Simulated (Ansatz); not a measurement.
Basis-set extrapolation for C₂H₅BO₃ (`CBOC(=O)O`) (PBE0-D4/def2-TZVP geometry, frozen core, the Gaussian-basis code of Ansatz). Multiplicity 1, RHF reference.

```json
{"": "HF", "def2-TZVPP": "-328.141076", "def2-QZVPP": "-328.156128"}
{"": "MP2 correlation", "def2-TZVPP": "-1.118286", "def2-QZVPP": "-1.202662"}
{"": "CCSD(T) correlation", "def2-TZVPP": "-1.188335", "def2-QZVPP": "not run"}
```

Energies in hartree. Use E(X) = E(∞) + A·exp(−7.88·√X) for Hartree–Fock and E(X) = E(∞) + B·X^(−2.97) for correlation, with X = 3 and 4, and add CCSD(T) minus MP2 of the smaller set to the MP2 limit.

Task: What is the CCSD(T) energy at the basis-set limit?

Result: HF limit: -328.156128 + (-0.015052) × 0.13774 = -328.15820. MP2 limit: -1.202662 + (-0.084376) × 0.74074 = -1.26516. Higher-order term: -1.188335 − (-1.118286) = -0.07005. Total: -329.49341 hartree, 430.6 kJ/mol below CCSD(T)/def2-TZVPP.
